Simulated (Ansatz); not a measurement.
O$_{2}$S, charge +1, doublet, at a GFN2-xTB geometry (a state made from the parent by changing its charge; the spin is typed, not shown lowest); B3LYP/def2-SVP (Ansatz, an electronic-structure program).

Here is a job for Ansatz.
Ansatz 0.2 input:
```yaml
crystal:
  periodic: [false, false, false]
  atoms:
    - {symbol: S, position_ang: [0.01164702, -0.00345740, 0.31572720]}
    - {symbol: O, position_ang: [-0.03156227, 1.26296905, -0.30120014]}
    - {symbol: O, position_ang: [0.00826823, -1.25605426, -0.33025426]}
basis:
  gaussian:
    orbitals: def2-SVP
hamiltonian:
  xc: b3lyp
total_charge: 1
magnetization: {spin_polarized: true, initial_magnetization: 1}
```

The log (banner, timings and long lists left out):

```
Functional definition: B3LYP
414 factors; integrals over basis functions are off by at most 1.1e-3 eV
mean field evaluation 1: about -14891.3413 eV, gradient 7.0e1 eV
mean field evaluation 2: about -14837.8267 eV, gradient 1.3e2 eV
mean field evaluation 4: about -14909.1465 eV, gradient 4.2e0 eV
mean field evaluation 8: about -14909.2928 eV, gradient 7.1e-2 eV
mean field evaluation 16: about -14909.2929 eV, gradient 6.1e-5 eV
mean field -14909.29285767 eV, -547.9064066377 hartree, gradient 1.4e-5 eV, S^2 0.755990; 1 other end points of the search recorded, 0 dependent functions left out
reference -14909.29298289 eV, -547.9064112394 hartree; 16, 15 occupied and 30, 31 virtual orbitals, 414 factors
Total energy: -14909.29298289 eV, -547.9064112394 hartree
```
